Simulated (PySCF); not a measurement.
# Telling isomers of C₇H₇O₂P apart by NMR

Computational details: GFN2-xTB structure, σ from GIAO-PBE0/pcSseg-1, in PySCF 2.14.0 with density-fitted response routines (non-relativistic, one computed conformer, gas phase, fast rotation and ring inversion assumed for equivalent nuclei).

Referencing at the same level of theory: TMS for 1H (σ = 31.72 ppm) and 13C (σ = 186.93 ppm). Splittings of carbon signals by F and P are missing where no couplings were computed. Where no couplings were computed, multiplicities follow the n + 1 count of equivalent neighbours, and m marks all less simple cases (inequivalent or close neighbours, rings, F or P nearby). Shifts are as computed. Against solution values, carbons near 30 ppm lie about +3 ppm off and those near 130 ppm about +5 ppm. Of 1211 compounds with measured shifts, 218 miss one by over three times the rms of a fit or turn the order of signals round; such compounds aren't used in these exercises.

(1) Tabulate the signals of `COC(=O)c1ccccp1`, `COC(=O)c1cccpc1`, `C=Cc1pcoc1C(C)=O`, `C=Cc1oc(C=O)c(C)p1` and their relative energies.

(2) What is the quickest way to tell COC(=O)c1ccccp1 from C=Cc1oc(C=O)c(C)p1?

(3) What is the quickest way to tell COC(=O)c1ccccp1 from C=Cc1pcoc1C(C)=O?

(4) What is the quickest way to tell COC(=O)c1ccccp1 from COC(=O)c1cccpc1?

## Answers

(1) 
| SMILES | carbon types | δC | δH | E rel. (kcal/mol) |
| --- | --- | --- | --- | --- |
| COC(=O)c1ccccp1 | 2×C 4×CH 1×CH3 | 173.4, 167.5, 166.3, 142.2, 141.3, 134.2, 53.5 | 9.29 (m, 1H), 9.03 (m, 1H), 8.21 (m, 1H), 7.93 (m, 1H), 4.14 (s, 3H) | 1.2 |
| COC(=O)c1cccpc1 | 2×C 4×CH 1×CH3 | 173.2, 170.6, 166.9, 139.3, 137.7, 137.6, 54.7 | 10.18 (m, 1H), 9.43 (m, 1H), 8.83 (m, 1H), 8.39 (m, 1H), 4.20 (s, 3H) | 0.0 |
| C=Cc1pcoc1C(C)=O | 3×C 2×CH 1×CH2 1×CH3 | 192.5, 191.1, 162.8, 157.3, 139.3, 130.4, 31.8 | 8.79 (m, 1H), 8.78 (m, 1H), 6.79 (m, 1H), 5.93 (m, 1H), 2.61 (s, 3H) | 29.3 |
| C=Cc1oc(C=O)c(C)p1 | 3×C 2×CH 1×CH2 1×CH3 | 203.8, 183.5, 168.5, 158.6, 136.9, 123.5, 18.9 | 10.26 (m, 1H), 7.18 (m, 1H), 6.50 (m, 1H), 5.70 (m, 1H), 2.93 (m, 3H) | 29.6 |

Energies are electronic energies at PBE0/pcSseg-1 on these geometries, without zero-point or thermal terms, each for the one conformer computed, which needn't be the lowest.

(2) Both give the same number of carbon signals, but DEPT or the intensities differ. The first has a methyl carbon bonded to O (CH3) at 53.5 ppm, the second a terminal =CH2 carbon at 123.5 ppm. Their most deshielded carbons lie at 173.4 and 203.8 ppm. In the proton spectra the most deshielded non-exchanging signals are 9.29 (m, 1H) and 10.26 (m, 1H).

(3) Both give the same number of carbon signals, but DEPT or the intensities differ. The first has an aromatic CH at 167.5 ppm, the second a terminal =CH2 carbon at 130.4 ppm. Their most deshielded carbons lie at 173.4 and 192.5 ppm. In the proton spectra the most deshielded non-exchanging signals are 9.29 (m, 1H) and 8.79 (m, 1H).

(4) Both give the same number of carbon signals, with the same numbers of each carbon type, so the positions decide. The first has a substituted aromatic carbon (C) at 166.3 ppm, the second a substituted aromatic carbon (C) at 137.6 ppm. Their most deshielded carbons lie at 173.4 and 173.2 ppm. In the proton spectra the most deshielded non-exchanging signals are 9.29 (m, 1H) and 10.18 (m, 1H).
